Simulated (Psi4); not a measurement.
BF2, doublet, geometry from GFN2-xTB; PBE/6-311G** (Psi4).

The Psi4 input:
```
memory 2 GB

molecule {
0 2
  B    -0.00140670    0.56005390    0.03773480
  F     1.10620118   -0.15288980   -0.00904578
  F    -1.10541968   -0.15825125   -0.01191800
}

set basis 6-311g**
set reference uks
set dft_pruning_scheme robust

energy('pbe')
print_variables()
```

Question: Predict the main parts of the log of this Psi4 run.

Answer: 
```
   => Loading Basis Set <=

    Name: 6-311G**
    Role: ORBITAL
    Keyword: BASIS

         ---------------------------------------------------------
                                   SCF
               by Justin Turney, Rob Parrish, Andy Simmonett
                          and Daniel G. A. Smith
                              UKS Reference
         ---------------------------------------------------------

  ==> Geometry <==

    Molecular point group: cs
    Full point group: Cs

    Geometry (in Angstrom), charge = 0, multiplicity = 2:

       Center              X                  Y                   Z               Mass
    ------------   -----------------  -----------------  -----------------  -----------------
         B            0.556116206082     0.001393650730     0.000000000000    11.009305360000
         F           -0.158359523258    -1.106214939908     0.000000000000    18.998403162730
         F           -0.163901936084     1.105407339063     0.000000000000    18.998403162730

  Running in cs symmetry.

  Rotational constants: A =      3.83884  B =      0.36281  C =      0.33149 [cm^-1]
  Rotational constants: A = 115085.41851  B =  10876.90801  C =   9937.68173 [MHz]
  Nuclear repulsion =   55.514366623200360

  Charge       = 0
  Multiplicity = 2
  Electrons    = 23
  Nalpha       = 12
  Nbeta        = 11

  ==> Algorithm <==

  SCF Algorithm Type is DF.
  DIIS enabled.
  MOM disabled.
  Fractional occupation disabled.
  Guess Type is SAD.
  Energy threshold   = 1.00e-06
  Density threshold  = 1.00e-06
  Integral threshold = 1.00e-12

  ==> Primary Basis <==

  Basis Set: 6-311G**
    Blend: 6-311G**
    Number of shells: 24
    Number of basis functions: 54
    Number of Cartesian functions: 57
    Spherical Harmonics?: true
    Max angular momentum: 2

  ==> DFT Potential <==

   => LibXC <=

    Version 7.1.2
    S. Lehtola, C. Steigemann, M. J. T. Oliveira, and M. A. L. Marques,  SoftwareX 7, 1–5 (2018) (10.1016/j.softx.2017.11.002)

   => Composite Functional: PBE <=

    PBE GGA Exchange-Correlation Functional

    J.P. Perdew et. al., Phys. Rev. Lett., 77(18), 3865-3868, 1996

    Deriv               =              1
    GGA                 =           TRUE
    Meta                =          FALSE

    Exchange Hybrid     =          FALSE
    MP2 Hybrid          =          FALSE

   => Exchange Functionals <=

    1.0000     XC_GGA_X_PBE

   => Correlation Functionals <=

    1.0000     XC_GGA_C_PBE

   => LibXC Density Thresholds  <==

    XC_GGA_C_PBE:  1.00E-12
    XC_GGA_X_PBE:  1.00E-15

   => Molecular Quadrature <=

    Radial Scheme          =       TREUTLER
    Pruning Scheme         =         ROBUST
    Pruning Type           =         REGION
    Nuclear Scheme         =       TREUTLER

    Blocking Scheme        =         OCTREE
    BS radius alpha        =              1
    Pruning alpha          =              1
    Radial Points          =             75
    Spherical Points       =            302
    Total Points           =          45489
    Total Blocks           =            430
    Max Points             =            256
    Max Functions          =             54
    Weights Tolerance      =       1.00E-15

   => Loading Basis Set <=

    Name: (6-311G** AUX)
    Role: JKFIT
    Keyword: DF_BASIS_SCF

  ==> Integral Setup <==

  SCF_SUBTYPE=INCORE selected. In-core MEM_DF algorithm will be used.
  Using in-core AOs.

  ==> MemDFJK: Density-Fitted J/K Matrices <==

    J tasked:                   Yes
    K tasked:                    No
    wK tasked:                   No
    Algorithm:                 Core
    Schwarz Cutoff:           1E-12
    Mask sparsity (%):       1.6461
    Fitting Condition:        1E-10

   => Auxiliary Basis Set <=

  Basis Set: (6-311G** AUX)
    Blend: CC-PVTZ-JKFIT
    Number of shells: 75
    Number of basis functions: 237
    Number of Cartesian functions: 288
    Spherical Harmonics?: true
    Max angular momentum: 4

  Minimum eigenvalue in the overlap matrix is 1.4138937255E-02.
  Reciprocal condition number of the overlap matrix is 3.8370583433E-03.
    Using symmetric orthogonalization.

  ==> Pre-Iterations <==

  SCF Guess: Superposition of Atomic Densities via on-the-fly atomic UHF (no occupation information).

   -------------------------
    Irrep   Nso     Nmo
   -------------------------
     A'        39      39
     A"        15      15
   -------------------------
    Total      54      54
   -------------------------

  ==> Iterations <==

                           Total Energy        Delta E     RMS |[F,P]|

   @DF-UKS iter SAD:  -224.02642946654694   -2.24026e+02   0.00000e+00
   @DF-UKS iter   1:  -224.33493756082936   -3.08508e-01   1.14267e-02 DIIS/ADIIS
   @DF-UKS iter   2:  -224.19431166343347    1.40626e-01   2.01546e-02 DIIS/ADIIS
   @DF-UKS iter   3:  -224.39545612138298   -2.01144e-01   1.85407e-03 DIIS/ADIIS
   @DF-UKS iter   4:  -224.39835576311410   -2.89964e-03   1.38799e-04 DIIS/ADIIS
   @DF-UKS iter   5:  -224.39836823120552   -1.24681e-05   3.15160e-05 DIIS
   @DF-UKS iter   6:  -224.39836903392137   -8.02716e-07   3.58457e-06 DIIS
   @DF-UKS iter   7:  -224.39836904978739   -1.58660e-08   1.03618e-06 DIIS
   @DF-UKS iter   8:  -224.39836905073375   -9.46358e-10   1.94611e-07 DIIS
  Energy and wave function converged.

  ==> Post-Iterations <==

   Electrons on quadrature grid:
      Nalpha   =   11.9999863081 ; deviation = -1.369e-05
      Nbeta    =   10.9999866304 ; deviation = -1.337e-05
      Ntotal   =   22.9999729385 ; deviation = -2.706e-05

   @Spin Contamination Metric:   1.972624644E-03
   @S^2 Expected:                7.500000000E-01
   @S^2 Observed:                7.519726246E-01
   @S   Expected:                5.000000000E-01
   @S   Observed:                5.000000000E-01

    Orbital Energies [Eh]
    ---------------------

    Alpha Occupied:

       1Ap   -24.280413     2Ap   -24.280409     3Ap    -6.636795
       4Ap    -1.156913     5Ap    -1.124265     6Ap    -0.532410
       7Ap    -0.488122     1App   -0.447966     8Ap    -0.443203
       2App   -0.391025     9Ap    -0.370636    10Ap    -0.220086

    Alpha Virtual:

       3App   -0.063176    11Ap     0.104080    12Ap     0.112582
      13Ap     0.215992     4App    0.219704    14Ap     0.372382
      15Ap     0.388454     5App    0.758982    16Ap     0.773594
      17Ap     0.802434    18Ap     0.803117     6App    0.823487
       7App    0.967918    19Ap     0.997343     8App    1.039217
      20Ap     1.058630    21Ap     1.136303    22Ap     1.282963
      23Ap     1.471937    24Ap     1.549614     9App    1.598600
      25Ap     1.695698    26Ap     2.158465    10App    3.626853
      11App    3.637130    27Ap     3.637198    28Ap     3.660383
      29Ap     3.689480    12App    3.843091    13App    3.865227
      30Ap     4.085490    31Ap     4.135706    32Ap     4.315116
      14App    5.863334    33Ap     5.871333    15App    5.917137
      34Ap     5.943602    35Ap     5.990747    36Ap     6.241977
      37Ap    14.197045    38Ap    66.190604    39Ap    66.210571

    Beta Occupied:

       1Ap   -24.278339     2Ap   -24.278335     3Ap    -6.625009
       4Ap    -1.152575     5Ap    -1.119716     6Ap    -0.526779
       7Ap    -0.480402     1App   -0.442999     8Ap    -0.428006
       2App   -0.390085     9Ap    -0.366661

    Beta Virtual:

      10Ap    -0.124965     3App   -0.021498    11Ap     0.127767
      12Ap     0.128782     4App    0.245077    13Ap     0.284166
      14Ap     0.399762    15Ap     0.410815    16Ap     0.795745
      17Ap     0.809634     5App    0.822972    18Ap     0.836305
       6App    0.843768     7App    0.981384    19Ap     1.023109
       8App    1.049600    20Ap     1.067862    21Ap     1.170336
      22Ap     1.313995    23Ap     1.481296    24Ap     1.557169
       9App    1.623480    25Ap     1.758217    26Ap     2.174710
      10App    3.628587    27Ap     3.638421    11App    3.641705
      28Ap     3.664459    29Ap     3.698880    12App    3.845324
      13App    3.872059    30Ap     4.094261    31Ap     4.141769
      32Ap     4.321722    14App    5.863895    33Ap     5.875858
      15App    5.918007    34Ap     5.950850    35Ap     5.999199
      36Ap     6.247727    37Ap    14.214404    38Ap    66.192875
      39Ap    66.212829

    Final Occupation by Irrep:
             Ap   App
    DOCC [     9,    2 ]
    SOCC [     1,    0 ]
    NA   [    10,    2 ]
    NB   [     9,    2 ]

  @DF-UKS Final Energy:  -224.39836905073375

   => Energetics <=

    Nuclear Repulsion Energy =             55.5143666232003596
    One-Electron Energy =                -421.6790954957541544
    Two-Electron Energy =                 166.5512752089298090
    DFT Exchange-Correlation Energy =     -24.7849153871097876
    Empirical Dispersion Energy =           0.0000000000000000
    VV10 Nonlocal Energy =                  0.0000000000000000
    Total Energy =                       -224.3983690507337485

  UHF NO Occupations:
  HONO-2 :    9 Ap 1.9997299
  HONO-1 :    2App 1.9993951
  HONO-0 :   10 Ap 1.0000000
  LUNO+0 :    3App 0.0006049
  LUNO+1 :   11 Ap 0.0002701
  LUNO+2 :   12 Ap 0.0000964
  LUNO+3 :   13 Ap 0.0000062

Computation Completed

Properties will be evaluated at   0.000000,   0.000000,   0.000000 [a0]

Properties computed using the SCF density matrix

 Multipole Moments:

 ------------------------------------------------------------------------------------
     Multipole            Electronic (a.u.)      Nuclear  (a.u.)        Total (a.u.)
 ------------------------------------------------------------------------------------

 L = 1.  Multiply by 2.5417464519 to convert [e a0] to [Debye]
 Dipole X            :          0.3864609           -0.2263365            0.1601245
 Dipole Y            :          0.0009685           -0.0005672            0.0004013
 Dipole Z            :          0.0000000            0.0000000            0.0000000
 Magnitude           :                                                    0.1601250

 ------------------------------------------------------------------------------------

  Variable Map:
  ----------------------------------------------------------------------------
  "CURRENT ENERGY"              =>    -224.398369050734
  "CURRENT REFERENCE ENERGY"    =>    -224.398369050734
  "DD SOLVATION ENERGY"         =>       0.000000000000
  "DFT FUNCTIONAL TOTAL ENERGY" =>    -224.398369050734
  "DFT TOTAL ENERGY"            =>    -224.398369050734
  "DFT VV10 ENERGY"             =>       0.000000000000
  "DFT XC ENERGY"               =>     -24.784915387110
  "GRID ELECTRONS ALPHA"        =>      11.999986308128
  "GRID ELECTRONS BETA"         =>      10.999986630406
  "GRID ELECTRONS TOTAL"        =>      22.999972938534
  "NUCLEAR REPULSION ENERGY"    =>      55.514366623200
  "ONE-ELECTRON ENERGY"         =>    -421.679095495754
  "PCM POLARIZATION ENERGY"     =>       0.000000000000
  "PE ENERGY"                   =>       0.000000000000
  "SCF ITERATION ENERGY"        =>    -224.398369050734
  "SCF ITERATIONS"              =>       8.000000000000
  "SCF TOTAL ENERGY"            =>    -224.398369050734
  "TWO-ELECTRON ENERGY"         =>     166.551275208930
  "XC GRID RADIAL POINTS"       =>      75.000000000000
  "XC GRID SPHERICAL POINTS"    =>     302.000000000000
  "XC GRID TOTAL POINTS"        =>   45489.000000000000

  Array Variable Map:
  ----------------------------------------------------------------------------
  "CURRENT DIPOLE"              =>       0.160124469902 ... 0.000000000000 1 by 3
  "SCF DIPOLE"                  =>       0.160124469902 ... 0.000000000000 1 by 3
  "SCF TOTAL ENERGIES"          =>    -224.026429466547 ... -224.398369050734 1 by 9
```
